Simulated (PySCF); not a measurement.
PySCF job for H₄HfS, SMILES [SH][HfH3], multiplicity 1, PBE0-D3(BJ)/def2-TZVP. Geometry: PBE0-D3(BJ)/def2-TZVP. The multiplicity is an assumed one; other spin states were not compared. The def2 effective core potentials stand for the cores of Hf; spin–orbit coupling is left out.

```python
import numpy as np
from pyscf import gto, scf, dft, df
from pyscf.hessian import thermo

mol = gto.M(
    atom='''
    Hf   -0.00013432    0.42473526    0.00000000
    H     1.77867701    0.93244225   -0.00000001
    H    -0.86232177    1.06416006   -1.50323968
    H    -0.86232174    1.06416006    1.50323969
    S    -0.08218759   -1.98322480    0.00000000
    H     1.27063886   -1.91010445   -0.00000001
    ''',
    basis='def2-TZVP',
    ecp={'Hf': 'def2-tzvp'},
    charge=0,
    spin=0,
    max_memory=1600,
    verbose=3,
)
mf = dft.RKS(mol, xc='pbe0').density_fit(auxbasis='def2-universal-jkfit')
mf.disp = 'd3bj'
mf.grids.level = 3
mf.conv_tol = 1e-11
mf.max_cycle = 100
mf.kernel()

# analytic Hessian; the response equations are solved on a coarser grid
h, args, fine = mf.Hessian(), (mf.mo_energy, mf.mo_coeff, mf.mo_occ), mf.grids
h.max_memory = max(150, 2.5e-5 * df.make_auxmol(mol, mf.with_df.auxbasis).nao * mol.nelec[0] * (mol.nelec[0] + mol.nao))  # MB; small integral blocks
h1ao = h.make_h1(mf.mo_coeff, mf.mo_occ)
mf.grids = dft.Grids(mol).set(level=1).build(with_non0tab=True)
mo1, mo_e1 = h.solve_mo1(*args, h1ao)
mf.grids = fine
hess = h.hess_elec(*args, mo1, mo_e1, h1ao) + h.hess_nuc()
if mf.do_disp():
    hess += h.get_dispersion()
for i in range(mol.natm):  # the analytic DFT Hessian lacks the response of the grid: restore translational invariance
    hess[i, i] -= hess[i].sum(axis=0)
hess = (hess + hess.transpose(1, 0, 3, 2)) / 2
vib = thermo.harmonic_analysis(mol, hess, imaginary_freq=False)
thermo.dump_normal_mode(mol, vib)
th = thermo.thermo(mf, vib['freq_au'][vib['freq_au'] > 0], 298.15, 101325)
thermo.dump_thermo(mol, th)
g0 = mf.nuc_grad_method().set(verbose=0).kernel()

# dipole derivatives [dipole axis, atom, xyz] from the same response
r, irp = mol.intor('int1e_r'), mol.intor('int1e_irp').reshape(3, 3, mol.nao, mol.nao)
sl, dm0, ok = mol.aoslice_by_atom(), np.array(mf.make_rdm1()), []
dmu = np.einsum('a,xt->xat', mol.atom_charges(), np.eye(3))
for a, (_, _, p0, p1) in enumerate(sl):
    dmu[:, a] += 2 * np.einsum('xtij,ij->xt', irp[:, :, :, p0:p1], dm0.reshape(-1, mol.nao, mol.nao).sum(0)[:, p0:p1])
    for u, c, occ, f in [(mo1, mf.mo_coeff, mf.mo_occ, 4)]:
        dmu[:, a] -= f * np.einsum('tui,xuv,vi->xt', u[a], r, c[:, occ > 0], optimize=True)
L = vib['norm_mode']
ir = 974.8801 * (np.einsum('xat,kat->kx', dmu, L) ** 2).sum(1)       # km/mol
apt = np.einsum('xax->a', dmu) / 3
print('mode   freq/cm-1   IR/(km/mol)')
for k, w in enumerate(vib['freq_wavenumber']):
    print(f'{k + 1:4d} {w:11.2f} {ir[k]:13.3f}')
print('max |gradient| / (hartree/bohr):', abs(g0).max())
print('APT charges:', apt.round(4))
```

Program output:

```
converged SCF energy = -448.451465632748

WARN: DFTD3 does not support analytical Hessian, using finite difference


WARN: Mole.unit (angstrom) is changed to Bohr

Mode                                 0                   1                   2
Irrep
Freq [cm^-1]                      120.1635            275.7499            348.7673
Reduced mass [au]                   1.0213              1.2568              1.0650
Force const [Dyne/A]                0.0087              0.0563              0.0763
Char temp [K]                     172.8885            396.7428            501.7985
Normal mode                   x     y     z       x     y     z       x     y     z
       0  Hf                 0.00  0.00  0.00   -0.00 -0.01 -0.00   -0.00  0.00  0.01
       1   H                 0.00  0.00  0.10    0.14 -0.53  0.00    0.00 -0.00 -0.38
       2   H                 0.23 -0.13 -0.18    0.18  0.12 -0.06   -0.01 -0.58 -0.21
       3   H                -0.23  0.13 -0.18    0.18  0.12  0.06    0.01  0.58 -0.21
       4   S                 0.00 -0.00  0.02    0.01  0.07  0.00    0.00 -0.00 -0.03
       5   H                 0.00 -0.00 -0.88   -0.00  0.62 -0.00    0.00  0.00  0.19
Mode                                 3                   4                   5
Irrep
Freq [cm^-1]                      356.5599            506.2024            573.4626
Reduced mass [au]                   2.4637              1.2424              1.0761
Force const [Dyne/A]                0.1845              0.1876              0.2085
Char temp [K]                     513.0103            728.3126            825.0849
Normal mode                   x     y     z       x     y     z       x     y     z
       0  Hf                -0.01  0.02 -0.00   -0.01 -0.01  0.00    0.00  0.01  0.00
       1   H                 0.08 -0.33  0.00    0.06 -0.30 -0.00    0.15 -0.47 -0.00
       2   H                 0.23  0.29 -0.02    0.22  0.11 -0.10   -0.06 -0.54 -0.21
       3   H                 0.23  0.29  0.02    0.22  0.11  0.10   -0.06 -0.54  0.21
       4   S                 0.01 -0.13  0.00    0.03  0.07 -0.00   -0.00 -0.03 -0.00
       5   H                 0.01 -0.02 -0.00    0.05 -0.75  0.00   -0.00 -0.06 -0.00
Mode                                 6                   7                   8
Irrep
Freq [cm^-1]                      635.7287            648.5571           1707.4215
Reduced mass [au]                   1.0124              1.0113              1.0166
Force const [Dyne/A]                0.2411              0.2506              1.7462
Char temp [K]                     914.6721            933.1293           2456.5994
Normal mode                   x     y     z       x     y     z       x     y     z
       0  Hf                -0.00 -0.00  0.00    0.00  0.00  0.00    0.01  0.00  0.00
       1   H                -0.15  0.44 -0.00    0.00 -0.00 -0.74   -0.83 -0.23 -0.00
       2   H                 0.49 -0.14 -0.35    0.37  0.28 -0.07   -0.19  0.11 -0.28
       3   H                 0.49 -0.14  0.35   -0.37 -0.28 -0.07   -0.19  0.11  0.28
       4   S                -0.01 -0.00 -0.00    0.00 -0.00  0.00   -0.00 -0.00 -0.00
       5   H                -0.01  0.14  0.00    0.00 -0.00  0.06   -0.00  0.01 -0.00
Mode                                 9                  10                  11
Irrep
Freq [cm^-1]                     1711.8305           1754.8799           2631.4797
Reduced mass [au]                   1.0165              1.0098              1.0377
Force const [Dyne/A]                1.7550              1.8322              4.2337
Char temp [K]                    2462.9430           2524.8815           3786.1134
Normal mode                   x     y     z       x     y     z       x     y     z
       0  Hf                -0.00 -0.00  0.01   -0.00  0.00  0.00    0.00 -0.00 -0.00
       1   H                 0.00  0.00 -0.03   -0.47 -0.15 -0.00    0.00  0.00 -0.00
       2   H                -0.32  0.23 -0.58    0.28 -0.22  0.49   -0.00  0.00 -0.00
       3   H                 0.32 -0.23 -0.58    0.28 -0.22 -0.49   -0.00  0.00  0.00
       4   S                 0.00 -0.00 -0.00    0.00  0.00  0.00    0.03  0.00 -0.00
       5   H                 0.00 -0.00  0.00   -0.00  0.00  0.00   -0.98 -0.02 -0.00
temperature 298.1500 [K]
pressure 101325.00 [Pa]
Rotational constants [GHz] 45.80089 2.99218 2.95849
Symmetry number 1
Zero-point energy (ZPE) 0.02568 [Eh]   67414.373 [J/mol]
                           tot       elec      trans        rot        vib
Entropy [J/mol/K]       314.079      0.000    175.702    101.198     37.179
Cv [J/mol/K]             71.405      0.000     12.472     12.472     46.462
Cp [J/mol/K]             79.720      0.000     20.786     12.472     46.462
Internal energy [J/mol]                      3718.434   3718.434  74087.911
Internal energy [Eh]   -448.42041  -448.45147
Enthalpy [J/mol]                             6197.391   3718.434  74087.911
Enthalpy [Eh]          -448.41947
Gibbs free energy [J/mol]                  -46188.305 -26453.771  63003.111
Gibbs free energy [Eh] -448.45514
mode   freq/cm-1   IR/(km/mol)
   1      120.16         0.087
   2      275.75        28.341
   3      348.77        34.517
   4      356.56        30.683
   5      506.20        11.677
   6      573.46       241.635
   7      635.73        70.959
   8      648.56        74.472
   9     1707.42       449.801
  10     1711.83       431.767
  11     1754.88       217.522
  12     2631.48         5.981
max |gradient| / (hartree/bohr): 2.424544506173162e-05
APT charges: [ 1.5595 -0.3831 -0.3831 -0.3831 -0.4779  0.0677]
```

The calculation finished and met its thresholds.
